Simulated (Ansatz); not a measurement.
Species: C3H6O, charge 0, singlet. C3H6O (SMILES C1COC1).
B3LYP-D3(BJ)/def2-TZVP minimum from Ansatz (a quantum-chemistry and plane-wave program):
```
C
H 1 1.0880
H 1 1.0880 2 109.32
C 1 1.5384 2 115.28 3 131.75
H 4 1.0930 1 115.83 2 -129.34
H 4 1.0930 5 109.20 1 -132.92
O 4 1.4463 5 111.63 6 -123.91
C 7 1.4463 4 91.70 5 -118.74
H 8 1.0930 7 111.63 4 -118.74
H 8 1.0930 9 109.20 7 123.91
```
Charge 0, spin multiplicity 1.

Atomisation energy term by term, kcal/mol (programs: Ansatz). Open shells are spin-unrestricted; no spin-orbit coupling. Cores are frozen in correlated methods. Rows without X2C or -DK are non-relativistic. CBS(X,Y): correlation extrapolated as X^-3, Hartree-Fock from the larger set. A bracket is a step between two methods taken in the basis named. 'core' is core correlation in cc-pwCVTZ, 'X2C' scalar relativity in cc-pVTZ-DK, both at CCSD(T). For partners of very few electrons the exact lower level stands in for a higher one.

```tsv
term	basis	kcal/mol
Hartree-Fock	cc-pVQZ	687.72
CCSD correlation	CBS(cc-pVTZ,cc-pVQZ)	242.36
(T)	CBS(cc-pVTZ,cc-pVQZ)	15.43
CCSDT(Q) - CCSD(T)	cc-pVDZ	0.63
core correlation	cc-pwCVTZ	3.51
scalar relativity	X2C, cc-pVTZ-DK	-0.80
sum: De		948.8
```
